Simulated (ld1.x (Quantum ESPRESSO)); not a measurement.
**Reading a pseudo-wave (Sm)**

Columns: radius, all-electron u(r) and pseudo u(r) of the 6p shell (level -0.99 eV) of samarium in the configuration [Kr] 4d10 4f6 5s2 5p6 5d0.5 6s1.5 6p0; BLYP, scalar-relativistic, PAW scheme, ld1.x (Quantum ESPRESSO) 7.5.

```csv
r (bohr),all-electron,pseudo
0.170,-0.0633,-0.0257
0.340,0.0432,-0.0986
0.510,0.0942,-0.2064
0.680,0.0239,-0.3312
0.850,-0.0695,-0.4525
1.020,-0.1362,-0.5508
1.190,-0.1664,-0.6106
1.360,-0.1653,-0.6231
1.530,-0.1417,-0.5870
1.700,-0.1038,-0.5081
1.870,-0.0580,-0.3983
2.040,-0.0086,-0.2719
2.210,0.0412,-0.1438
2.380,0.0896,-0.0263
2.550,0.1354,0.0727
2.720,0.1778,0.1500
2.890,0.2167,0.2076
3.060,0.2517,0.2500
3.230,0.2829,0.2829
3.400,0.3105,0.3105
3.570,0.3346,0.3346
3.740,0.3554,0.3554
3.910,0.3731,0.3731
4.080,0.3878,0.3878
4.250,0.3999,0.3999
4.420,0.4095,0.4095
```

Q: How many radial nodes do the two functions have?

A: The all-electron 6p function has n − l − 1 = 4 (the table is too coarse to show those close to the nucleus); the pseudo-wave has 1, since 1 lower shell of the same l stays in the valence.

Q: At about which radius was the pseudo-wave matched?

A: 3.40 bohr, where the columns begin to agree (steps of 0.17 bohr).

Q: Is the pseudo-wave norm-conserving?

A: No, it belongs to a PAW set: the norm inside the radius is not constrained, and the difference is carried by the augmentation charge.
